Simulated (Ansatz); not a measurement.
`C[O][GaH][SeH]` and `C[O][GaH][O]C` differ in one atom or group.

Ansatz, PBE0-D4/def2-TZVP geometries, multiplicity 1. Each molecule was computed in one conformer, which needn't be the lowest.

Scalar relativity is left out up to krypton.

```
                                          property  `C[O][GaH][SeH]`
               HOMO energy (B3LYP/def2-TZVPP) / eV             -6.98
    zero-point energy (PBE0-D4/def2-TZVP) / kJ/mol             148.9
              HOMO–LUMO gap (PBE0/def2-TZVPP) / eV              6.28
               HOMO–LUMO gap (PBE/def2-TZVPP) / eV              4.35
           HOMO–LUMO gap (ωB97M-V/def2-TZVPP) / eV             10.10
size of the dipole moment (ωB97M-V/def2-TZVPP) / D              1.43
```

What does the change do to each property? (Best estimate.)

Computed: 
```csv
property,`C[O][GaH][O]C`,shift
HOMO energy (B3LYP/def2-TZVPP) / eV,-7.40,-0.42
zero-point energy (PBE0-D4/def2-TZVP) / kJ/mol,237.0,88.1
HOMO–LUMO gap (PBE0/def2-TZVPP) / eV,7.08,0.80
HOMO–LUMO gap (PBE/def2-TZVPP) / eV,4.79,0.44
HOMO–LUMO gap (ωB97M-V/def2-TZVPP) / eV,11.11,1.01
size of the dipole moment (ωB97M-V/def2-TZVPP) / D,1.35,-0.08
```

With PBE0 the HOMO falls by 0.40 eV and the LUMO rises by 0.39 eV, so the gap widens by about 0.79 eV. PBE moves the HOMO by -0.08 eV and ωB97M-V by -0.66 eV. The zero-point energy changes by 88.1 kJ/mol with +9 modes. Dipoles are sizes alone; their direction can turn.

B3LYP here is the variant with VWN-RPA as its local correlation; programs differ in this.

Spin–orbit coupling is left out; it splits and shifts lone-pair levels of the heavy atoms by tenths of an eV.
